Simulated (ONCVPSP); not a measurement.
# Which change was made? (B, ONCV)

| Quantity | Value |
| --- | --- |
| Element | boron |
| Generator | ONCVPSP 4.0.1 |
| Type | optimised norm-conserving Vanderbilt (ONCV) |
| Functional | LDA (Perdew-Wang 92) |
| Relativity | scalar-relativistic |
| Frozen core | [He] |
| Valence charge | 3 |
| Reference configuration | 2s2 2p0.5 (charge +0.5) |
| Partial waves | 2s: rc 1.15 bohr, ncon 5, nbas 9, qcut 5.9 1/bohr, 1 projector; 2p: rc 1.90 bohr, ncon 3, nbas 7, qcut 3.8 1/bohr, 2 projectors, debl 1.8 Ha; d scattering state at 0.27 Ha: rc 1.95 bohr, ncon 3, nbas 7, qcut 4.9 1/bohr, 3 projectors, debl 2.3 Ha |
| Local potential | polynomial inside 0.75 bohr (lpopt 5, dvloc0 0 Ha) |
| Core correction | polynomial model core, fcfact 0.2 |

Cutoffs, loose and tight: the cutoffs (Ha) at which the residual kinetic energy of the hardest occupied pseudo-wave falls to 1 and 0.1 mHa per electron. They do not see the model core or the augmentation charge, which bear on the density cutoff. Test errors are all-electron minus pseudo excitation energies from the reference, over the configurations 2s2 2p1; 2s2 2p0; 2s1 2p0; 2s0 2p3; variants that change the core or the reference have their own tests.

The base gives: outcome: generated; cutoff, loose: 22 Ha; cutoff, tight: 125 Ha; bound ghosts: none; GHOST(+) flags above zero: none; largest test error (meV): +93.

**Question.** After one change the result is: outcome: generated; cutoff, loose: 14 Ha; cutoff, tight: 42 Ha; bound ghosts: none; GHOST(+) flags above zero: none; largest test error (meV): +104. Which change was it?
A. all radii but the core radius scaled by about 1.06 (s 1.22, p 2.00, d 2.06 bohr); local potential polynomial inside 0.78 bohr (lpopt 5, dvloc0 0 Ha)
B. functional PBE
C. core correction none
D. s: qcut 7.9; p: qcut 5.1; d: qcut 6.5

**Answer.** A. The others give: core correction none → outcome: generated; cutoff, loose: 22 Ha; cutoff, tight: 125 Ha; bound ghosts: none; GHOST(+) flags above zero: none; largest test error (meV): +137 | functional PBE → outcome: generated; cutoff, loose: 17 Ha; cutoff, tight: 126 Ha; bound ghosts: none; GHOST(+) flags above zero: none; largest test error (meV): +111 | s: qcut 7.9; p: qcut 5.1; d: qcut 6.5 → outcome: generated; cutoff, loose: 12 Ha; cutoff, tight: 53 Ha; bound ghosts: none; GHOST(+) flags above zero: none; largest test error (meV): +67.
